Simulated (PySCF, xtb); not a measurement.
B(F)(OH)2 (BFH2O2), SMILES OB(O)F.

Geometry optimised at PBE0-D3(BJ)/def2-SVP. Other conformers were not sampled.

Computed with IEF-PCM-ωB97X/def2-SVP (PySCF).

The values are the electrostatic part of the solvation free energy, E(continuum) − E(gas) at the gas-phase geometry, in a cavity of scaled van der Waals radii (PySCF's table); cavitation and dispersion terms are not included. In vacuum the orbital gap is 15.61 eV. The dipole moment in vacuum is 1.48 D.

Computed values in water (ε = 78.36), methanol (ε = 32.61), ethanol (ε = 24.85):
| solvent | ε | ΔG(elec) (kcal/mol) | dipole (D) | gap (eV) |
|---|---|---|---|---|
| water | 78.36 | -7.6 | 1.75 | 15.98 |
| methanol | 32.61 | -7.4 | 1.74 | 15.97 |
| ethanol | 24.85 | -7.2 | 1.74 | 15.96 |

For comparison, GFN2-xTB/ALPB(water) (xtb, at the GFN2-xTB geometry, all terms of that model) gives -10.7 kcal/mol.
